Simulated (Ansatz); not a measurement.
```xyz
5

N    -1.3108    0.9386   -1.8483
C    -0.7623    0.4078   -0.9840
Sn    0.0812   -0.7577    0.5752
F     0.0659    0.3584    2.1196
F     1.9260   -0.9471    0.1375
```

Total charge 0; spin multiplicity 2. Sn takes the def2 core potential.

**Question.** List the PBE/def2-TZVPP orbital energies in eV (Ansatz 0.2.0). (An estimate is asked.)

**Answer.** Computed: α occupied: -660.05, -660.05, -381.48, -270.56, -135.27, -91.27, -91.18, -91.17, -29.91, -29.66, -27.71, -27.63, -27.62, -27.25, -26.71, -23.29, -14.77, -11.97, -11.23, -10.38, -10.04, -9.93, -9.78, -9.50, -9.31, -9.15, -7.34. α empty: -2.67, -2.55, -0.77, -0.19, -0.17, 1.32, 1.86, 2.67. β occupied: -659.97, -659.97, -381.46, -270.48, -135.22, -91.18, -91.15, -91.14, -29.76, -29.49, -27.57, -27.52, -27.52, -27.12, -26.58, -23.21, -14.45, -11.68, -10.96, -10.19, -9.97, -9.78, -9.71, -9.35, -9.26, -9.05. β empty: -6.34, -2.41, -2.33, -0.28, 0.16, 0.18, 1.39, 2.34. ⟨S²⟩ = 0.752.
